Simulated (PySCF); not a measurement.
**Polarisability and C₆ of Cr²⁺ (chromium, charge +2)**

[Ar] 3d4, high-spin 5D determinant. Computed with PySCF 2.14 in aug-cc-pVTZ (8s7p5d3f2g, 93 functions), with the non-relativistic Hamiltonian (point nucleus). Coupled (time-dependent) response in atomic units; α is the mean over directions.

```tsv
method	mean α (bohr³)	α xx, yy, zz	C₆ (like pair)	S(−4)
LC-wPBE	4.275	4.014, 4.014, 4.797	12.82	11.45
```

S(−4) is the Cauchy moment in α(ω) = α(0) + S(−4) ω² + …

α(iu) at LC-wPBE:

```tsv
u (hartree)	α(iu) (bohr³)
0	4.275
0.0500	4.247
0.100	4.167
0.200	3.895
0.300	3.563
0.500	2.952
0.750	2.385
1.00	1.976
1.50	1.422
2.00	1.068
3.00	0.6559
5.00	0.3148
```

A single London oscillator, α(iu) = α/(1 + u²/ω²), gives C₆ = (3/4) ω α². Matching the computed C₆ needs ω = 4 × 12.82 / (3 × 4.275²) = 0.935 hartree.

For an ion, C₆ is the dispersion term alone; charge-induced terms of lower order in 1/R come first.

The components differ because the open shell of this determinant is not spherical; for a pure term their mean is the scalar polarisability.
